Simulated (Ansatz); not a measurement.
Consider the atomization: `[CH3][SnH2][CH2][AlH2]` → Al• + 2 C• + 9 H• + Sn•.

Calculated with Ansatz (gas phase, PBE0-D4/def2-TZVP geometries, no zero-point term in ΔE). CCSD(T)/CBS adds triple-zeta CCSD(T) − MP2 to the extrapolated MP2 energy (def2 sets, frozen cores). This one scheme is used for every species, atoms too. Open shells (•) are unrestricted, without spin–orbit coupling. Spin–orbit coupling would lower the free atoms: a little for Al, C; strongly for Sn. Elements past krypton have def2 core potentials. For Sn outer-core shells are correlated without core-valence functions, so the limit isn't a true one: a few kJ/mol of doubt a bond, and 10 to 20 or more in all where bonds break to atoms. Each species was taken in one conformer, which may not be the lowest.

```tsv
species	SCS-MP2/def2-QZVPP energy (Eh)
`[CH3][SnH2][CH2][AlH2]`	-537.25161
Al•	-241.92436
C•	-37.76798
H•	-0.49998
Sn•	-213.75455
```

**Question.** Work out ΔE.

**Answer.** ΔE = 9 × (-0.49998) + 2 × (-37.76798) + (-241.92436) + (-213.75455) − (-537.25161) = 1.53692 Eh = +4035.2 kJ/mol. CCSD(T)/CBS gives +4067.4 kJ/mol.

Largest T1 diagnostic among the species: 0.018.

In def2-TZVPP, CCSD(T) changes the Hartree–Fock value by +943.2 kJ/mol (the triples alone add +44.6 kJ/mol) and MP2 by +921.2 kJ/mol; breaking electron pairs costs correlation energy, which Hartree–Fock lacks. The D4 term adds +42.4 kJ/mol with B3LYP and +22.5 kJ/mol with PBE0; it sums over pairs of atoms, weighted by their polarisabilities, and B3LYP, whose exchange is more repulsive, gets the larger term.

B3LYP here is the variant with VWN-RPA as its local correlation; programs differ in this.

For atomizations the MP2-based limit and the directly extrapolated one differ by several kJ/mol either way, and by 10 to 25 for some Ge, Se and Sn compounds, so smaller differences from it don't rank the levels.
